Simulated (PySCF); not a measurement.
Geometry:
| atom | x (Å) | y (Å) | z (Å) |
| --- | --- | --- | --- |
| C1 | -3.568 | -1.857 | -0.709 |
| C2 | -2.303 | -1.125 | -1.141 |
| Si3 | -0.946 | -1.092 | 0.143 |
| O4 | 0.283 | -0.155 | -0.428 |
| Si5 | 1.874 | 0.318 | -0.148 |
| C6 | 2.018 | 2.087 | -0.734 |
| C7 | 2.981 | -0.808 | -1.155 |
| C8 | 2.236 | 0.155 | 1.681 |
| S9 | -1.669 | -0.310 | 2.029 |
| Si10 | -1.752 | 1.771 | 1.507 |
| H11 | -4.008 | -1.391 | 0.187 |
| H12 | -4.332 | -1.850 | -1.501 |
| H13 | -3.364 | -2.910 | -0.459 |
| H14 | -2.520 | -0.078 | -1.414 |
| H15 | -1.863 | -1.585 | -2.044 |
| H16 | -0.481 | -2.469 | 0.491 |
| H17 | 1.333 | 2.745 | -0.179 |
| H18 | 1.771 | 2.162 | -1.804 |
| H19 | 3.043 | 2.467 | -0.593 |
| H20 | 2.732 | -0.743 | -2.225 |
| H21 | 2.865 | -1.857 | -0.841 |
| H22 | 4.041 | -0.534 | -1.035 |
| H23 | 3.265 | 0.472 | 1.915 |
| H24 | 2.121 | -0.891 | 2.010 |
| H25 | 1.543 | 0.767 | 2.278 |
| H26 | -2.245 | 1.967 | 0.111 |
| H27 | -0.417 | 2.425 | 1.642 |
| H28 | -2.697 | 2.412 | 2.465 |

Geometry: PBE0-D3(BJ)/def2-SVP; GIAO absolute shieldings from PySCF, gas phase, non-relativistic, averaged over equivalent atoms.

At PBE/pcSseg-1 (288 basis functions, 120 s wall time on 1 thread of an Arm Neoverse V1, shared host):
| atoms | σ (ppm) |
| --- | --- |
| C2 | 168.3 |
| C1 | 172.6 |
| C6/C7/C8 | 178.6 |
| Si5 | 310.9 |
| Si3 | 332.0 |
| Si10 | 393.6 |
| O4 | 235.3 |
| S9 | 744.5 |
| H16 | 25.60 |
| H26/H27/H28 | 26.40 |
| H14 | 30.10 |
| H11/H12/H13 | 30.28 |
| H15 | 30.42 |
| H17/H18/H19/H20/H21/H22/H23/H24/H25 | 30.99 |

Q: What do these become at PBE0/pcSseg-1?

A: 
```json
{"atoms": "C2", "σ at PBE0/pcSseg-1": "174.4", "change": "+6.1"}
{"atoms": "C1", "σ at PBE0/pcSseg-1": "177.3", "change": "+4.7"}
{"atoms": "C6/C7/C8", "σ at PBE0/pcSseg-1": "182.9", "change": "+4.3"}
{"atoms": "Si5", "σ at PBE0/pcSseg-1": "328.9", "change": "+18.0"}
{"atoms": "Si3", "σ at PBE0/pcSseg-1": "348.7", "change": "+16.7"}
{"atoms": "Si10", "σ at PBE0/pcSseg-1": "407.7", "change": "+14.1"}
{"atoms": "O4", "σ at PBE0/pcSseg-1": "249.8", "change": "+14.5"}
{"atoms": "S9", "σ at PBE0/pcSseg-1": "774.8", "change": "+30.3"}
{"atoms": "H16", "σ at PBE0/pcSseg-1": "25.93", "change": "+0.33"}
{"atoms": "H26/H27/H28", "σ at PBE0/pcSseg-1": "26.62", "change": "+0.22"}
{"atoms": "H14", "σ at PBE0/pcSseg-1": "30.30", "change": "+0.20"}
{"atoms": "H11/H12/H13", "σ at PBE0/pcSseg-1": "30.36", "change": "+0.08"}
{"atoms": "H15", "σ at PBE0/pcSseg-1": "30.57", "change": "+0.15"}
{"atoms": "H17/H18/H19/H20/H21/H22/H23/H24/H25", "σ at PBE0/pcSseg-1": "31.07", "change": "+0.08"}
```

The largest change is at S9 (sulfur bonded to 2 Si). Cost: 288 basis functions, 100 s wall time on 1 thread of an Arm Neoverse V1, shared host. The order of the carbon signals is the same at both levels.
